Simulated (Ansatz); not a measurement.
Two members of one family (AlCl3 adduct), computed with Ansatz in the gas phase. Binding counts from free atoms in the multiplicity of their measured ground term, without zero-point energy. A dash marks a value that wasn't run or was left out as unsound. The structures are stationary points that may keep the symmetry of their start. Remarks come from the PBE and PBE0 runs and from stability tests at other levels; not every state was tested. HOMO above LUMO (over both spins in singlets and doublets, within one spin in higher multiplets; at PBE or PBE0), or a gap under 0.15 eV within one spin, warns that the state may not be the lowest or that an electron is smeared out.

First: Al(PF3)Cl3 (singlet, charge 0, PBE-D4/def2-SVP geometry).

```xyz
8

Al   -0.077   -0.542   -1.340
P     0.057    0.398    0.983
F    -1.224    0.232    1.915
F     0.320    1.961    1.129
F     1.190   -0.176    1.945
Cl    1.868    0.041   -1.926
Cl   -1.725    0.629   -1.957
Cl   -0.409   -2.544   -0.749
```

```json
{"level": "PBE-D4/def2-SVP", "HOMO (eV)": "-7.55", "LUMO (eV)": "-2.32", "gap (eV)": "5.23", "vertical IE (eV)": "–", "vertical triplet (eV)": "–", "binding per atom (eV)": "3.75"}
{"level": "PBE-D4/def2-TZVP", "HOMO (eV)": "-7.75", "LUMO (eV)": "-2.67", "gap (eV)": "5.07", "vertical IE (eV)": "10.51", "vertical triplet (eV)": "5.43", "binding per atom (eV)": "3.79"}
{"level": "r2SCAN-D4/def2-TZVP", "HOMO (eV)": "-8.13", "LUMO (eV)": "-2.51", "gap (eV)": "5.62", "vertical IE (eV)": "–", "vertical triplet (eV)": "5.56", "binding per atom (eV)": "3.73"}
{"level": "PBE0-D4/def2-SVP", "HOMO (eV)": "-9.05", "LUMO (eV)": "-1.56", "gap (eV)": "7.49", "vertical IE (eV)": "–", "vertical triplet (eV)": "–", "binding per atom (eV)": "3.58"}
{"level": "PBE0-D4/def2-TZVP", "HOMO (eV)": "-9.18", "LUMO (eV)": "-1.81", "gap (eV)": "7.37", "vertical IE (eV)": "11.11", "vertical triplet (eV)": "5.84", "binding per atom (eV)": "3.65"}
```

Remarks: gap within one spin near zero at PBE or PBE0 (+1 doublet).

Second: Al(PH3)Cl3 (singlet, charge 0, PBE-D4/def2-SVP geometry).

```xyz
8

Al    0.230    1.343    0.151
P    -0.185   -1.094   -0.125
H    -0.830   -1.531   -1.320
H    -1.004   -1.742    0.847
H     0.940   -1.972   -0.119
Cl   -1.774    2.031   -0.014
Cl    1.520    1.657   -1.508
Cl    1.103    1.307    2.088
```

Problem. Estimate how these quantities change from the first to the second (second minus first).

Solution. 
| level | Δ HOMO (eV) | Δ LUMO (eV) | Δ gap (eV) | Δ vertical IE (eV) | Δ vertical triplet (eV) | Δ binding per atom (eV) |
| --- | --- | --- | --- | --- | --- | --- |
| PBE-D4/def2-SVP | 0.56 | 0.90 | 0.35 | – | – | -0.65 |
| PBE-D4/def2-TZVP | 0.49 | 0.94 | 0.45 | -0.52 | 0.37 | -0.69 |
| r2SCAN-D4/def2-TZVP | 0.50 | 1.01 | 0.51 | – | 0.43 | -0.61 |
| PBE0-D4/def2-SVP | 0.60 | 1.00 | 0.39 | – | – | -0.51 |
| PBE0-D4/def2-TZVP | 0.52 | 0.96 | 0.44 | -0.54 | 0.36 | -0.58 |

Remarks: gap within one spin near zero at PBE or PBE0 (+1 doublet).
